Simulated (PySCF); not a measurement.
C2H7AlO, SMILES [CH3][Al]([CH3])[OH] (connectivity only; charge and spin as stated), charge -1, multiplicity 2.

Geometry: r2SCAN-D4/def2-SVPD. The multiplicity is an assumed one; no other spin state was optimised. The isomer is the one that the SMILES or the coordinates give; other isomers of the formula were not compared. The values are those of a single conformer.

Computed with PBE0/def2-SVPD in PySCF.

Isolated molecule, no solvent. A positive occupied level means that this level leaves the electron formally unbound; only the finite basis holds it.

Computed frontier levels, dipole moment and polarisability:
```yaml
"α spin, highest occupied and lowest empty level": 0.95 and 4.13 eV
"β spin, highest occupied and lowest empty level": -2.40 and 3.39 eV
dipole_moment_about_the_centre_of_nuclear_charge: 2.24 D
mean_static_polarisability: 117.6 bohr³ (17.43 Å³)
polarisability_principal_values: 102.2, 118.8, 131.9 bohr³
"⟨S²⟩": 0.751 (pure state 0.75)
```
